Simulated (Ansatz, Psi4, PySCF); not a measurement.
C$_{7}$H$_{8}$O, charge -1, doublet, at a GFN2-xTB geometry (a state made from the parent by changing its charge; the spin is typed, not shown lowest) (in this run its highest filled SCF level lies above zero, so its values depend strongly on the basis, on diffuse functions most of all). Base run: REVPBE/STO-3G in PySCF.

The PySCF input:
```python
from pyscf import gto, scf, dft

mol = gto.Mole()
mol.atom = '''
    C    -2.852446    0.121046    0.403642
    C    -1.356537    0.043842    0.197810
    C    -0.513174    0.697143    1.073993
    C     0.924274    0.643018    0.860775
    C     1.404763   -0.068948   -0.223667
    O     2.797803   -0.129664   -0.441730
    C     0.579000   -0.726017   -1.105212
    C    -0.856122   -0.665573   -0.882072
    H    -3.337054   -0.812578    0.111314
    H    -3.094895    0.323598    1.448350
    H    -3.287510    0.923145   -0.201348
    H    -0.899488    1.253054    1.922226
    H     1.598578    1.154075    1.544325
    H     3.193694    0.384316    0.270661
    H     0.984028   -1.274920   -1.943971
    H    -1.518323   -1.180439   -1.569326
'''
mol.basis = 'sto-3g'
mol.charge = -1
mol.spin = 1
mol.verbose = 4
mol.build()

mf = dft.UKS(mol)
mf.xc = 'revpbe'
mf.kernel()
```

The same geometry, method and basis name were run in Ansatz (a first-principles code) and Psi4 and PySCF, at each program's defaults and at the settings that a row names. The base is PySCF at its defaults. Differences at the defaults can come from grids, fitting, cores and function types together.

| code and settings | ΔE vs base (µEh) | basis functions | E (Eh) | SCF cycles |
|---|---|---|---|---|
| PySCF, defaults (exact integrals, its default grid, spherical functions) | 0.0 | 48 | -342.18082 | 14 |
| Psi4, defaults (density fitting with its default set, its default grid, spherical functions) | -2586 | 48 | -342.18341 | 13 |
| Ansatz, defaults (factorised integrals, its default grid, spherical functions) | -2.6 | 48 | -342.18083 | - |
| PySCF, density fitting with def2-universal-jkfit | -2586 | 48 | -342.18341 | 14 |
| PySCF, fine grid | 1.2 | 48 | -342.18082 | 14 |
| Psi4, exact integrals, spherical functions, fine grid | -0.2 | 48 | -342.18082 | 17 |
| Ansatz, high accuracy | 0.3 | 48 | -342.18082 | - |

Open shells are given as the SCF converged; they aren't shown to be the lowest states, and a large step between rows can be another state.
